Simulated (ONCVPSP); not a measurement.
**An all-electron radial function and its pseudo partner (In)**

Columns: radius, all-electron u(r) and pseudo u(r) of the 4s shell (level -119.66 eV) of indium in the configuration [Ar] 3d10 4s2 4p6 4d10 5s2 5p1; PBE, scalar-relativistic, ONCV scheme, ONCVPSP 4.0.1.

| r (bohr) | all-electron | pseudo |
| --- | --- | --- |
| 0.082 | 0.4658 | 0.1546 |
| 0.165 | -0.1720 | 0.3138 |
| 0.248 | -0.7006 | 0.4764 |
| 0.330 | -0.5290 | 0.6372 |
| 0.413 | -0.0053 | 0.7929 |
| 0.495 | 0.5313 | 0.9300 |
| 0.578 | 0.9395 | 1.0410 |
| 0.660 | 1.1766 | 1.1138 |
| 0.742 | 1.2695 | 1.1444 |
| 0.825 | 1.2563 | 1.1317 |
| 0.908 | 1.1749 | 1.0794 |
| 0.990 | 1.0583 | 0.9968 |
| 1.072 | 0.9277 | 0.8940 |
| 1.155 | 0.7954 | 0.7801 |
| 1.238 | 0.6713 | 0.6657 |
| 1.320 | 0.5611 | 0.5595 |
| 1.402 | 0.4646 | 0.4643 |
| 1.485 | 0.3809 | 0.3808 |
| 1.568 | 0.3104 | 0.3103 |
| 1.650 | 0.2522 | 0.2522 |
| 1.733 | 0.2036 | 0.2036 |
| 1.815 | 0.1643 | 0.1642 |
| 1.898 | 0.1318 | 0.1317 |
| 1.980 | 0.1057 | 0.1057 |
| 2.062 | 0.0847 | 0.0846 |
| 2.145 | 0.0675 | 0.0674 |

Question: How many radial nodes do the two functions have?

Answer: The all-electron 4s function has n − l − 1 = 3 (the table is too coarse to show those close to the nucleus); the pseudo-wave has 0, since the states of the same l below it are removed with the core.

Question: At about which radius was the pseudo-wave matched?

Answer: 1.65 bohr. The columns agree to 0.0005 from 1.40 bohr on; several derivatives are matched, so the curves merge somewhat inside the radius.

Question: Where does each function peak?

Answer: Outermost all-electron maximum near 0.74 bohr, pseudo maximum near 0.74 bohr (to the table’s step).

Question: Is the pseudo-wave norm-conserving?

Answer: Yes: the ONCV scheme keeps the norm inside the radius equal to the all-electron one, which fixes the energy derivative of the logarithmic derivative at the level.
